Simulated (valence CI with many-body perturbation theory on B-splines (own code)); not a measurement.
**Ladder of approximations for Ag XXV**

Calculated by relativistic CI+MBPT: five valence electrons over a frozen Dirac-Fock core [Ar], radial functions for each j: 7 s, 7 p, 8 d, 6 f, 4 g, 1 h, with the one-electron correlation potential Σ1 (screened to all orders), the two-electron term Σ2, the three-electron term Σ3, Breit, model QED; selected single and double excitations, second order for the rest (own B-spline code, finite nucleus).

No measured levels were compared; by estimate terms of the open shell hold to 2 to 4 % of their energy, and close levels can change places. Core correlation moves these levels by up to 13000 cm⁻¹, and in measured spectra 5 to 20 % of such shifts remained as error; rates that hang on mixing are uncertain with them. Only levels of the ground parity were solved; by the run's estimate the other parity begins above the list, which can be wrong where configurations are misplaced.

Each rung adds one term. CI alone is the Dirac-Coulomb CI over the frozen core; QED comes last and gives the full result, which names the levels. Energies are above (3d3/2^3 3d5/2^2) J=5/2 [a] on the same rung, in cm⁻¹.

Levels are named by their leading jj configuration (3d3/2^4 stands for four electrons in 3d with j = 3/2), which in mixed levels can hold well under half, so a name can repeat and another be missing. Letters in brackets count levels of one name in rising energy.

```csv
Level,CI alone
(3d3/2^4 3d5/2) J=5/2,89962
(3d3/2^3 3d5/2^2) J=7/2 [a],118314
(3d3/2^3 3d5/2^2) J=3/2,122879
(3d3/2^3 3d5/2^2) J=11/2,123832
(3d3/2^3 3d5/2^2) J=5/2 [b],126955
(3d3/2^3 3d5/2^2) J=9/2,129864
(3d3/2^3 3d5/2^2) J=1/2 [a],139189
(3d3/2^2 3d5/2^3) J=7/2 [a],158549
(3d3/2^3 3d5/2^2) J=5/2 [c],167032
(3d3/2^2 3d5/2^3) J=11/2,179176
(3d3/2^2 3d5/2^3) J=1/2,180239
(3d3/2^2 3d5/2^3) J=3/2 [a],184802
(3d3/2^3 3d5/2^2) J=7/2 [b],190592
(3d3/2^2 3d5/2^3) J=13/2,196929
(3d3/2^2 3d5/2^3) J=9/2 [a],198148
(3d3/2^2 3d5/2^3) J=3/2 [b],196661
```

**Question.** What do these energies become with core correlation, Breit and QED?

**Answer.** (3d3/2^4 3d5/2) J=5/2 85879 (-4083); (3d3/2^3 3d5/2^2) J=7/2 [a] 114135 (-4179); (3d3/2^3 3d5/2^2) J=3/2 118059 (-4820); (3d3/2^3 3d5/2^2) J=11/2 118134 (-5698); (3d3/2^3 3d5/2^2) J=5/2 [b] 123235 (-3720); (3d3/2^3 3d5/2^2) J=9/2 125300 (-4564); (3d3/2^3 3d5/2^2) J=1/2 [a] 134239 (-4950); (3d3/2^2 3d5/2^3) J=7/2 [a] 153050 (-5498); (3d3/2^3 3d5/2^2) J=5/2 [c] 161140 (-5892); (3d3/2^2 3d5/2^3) J=11/2 174131 (-5045); (3d3/2^2 3d5/2^3) J=1/2 175220 (-5019); (3d3/2^2 3d5/2^3) J=3/2 [a] 179348 (-5454); (3d3/2^3 3d5/2^2) J=7/2 [b] 182157 (-8435); (3d3/2^2 3d5/2^3) J=13/2 190110 (-6818); (3d3/2^2 3d5/2^3) J=9/2 [a] 190985 (-7162); (3d3/2^2 3d5/2^3) J=3/2 [b] 190990 (-5671).

**Question.** How does the ionisation energy move along the ladder, and which term matters most?

**Answer.** CI alone 1219.6, + Σ1 1221.8, + Σ2 1230.6, + Σ3 1230.6, + Breit 1230.7, + QED 1230.7 eV. The largest step is Σ2, 8.7 eV. NIST lists 1231 ± 4 eV (theoretical).
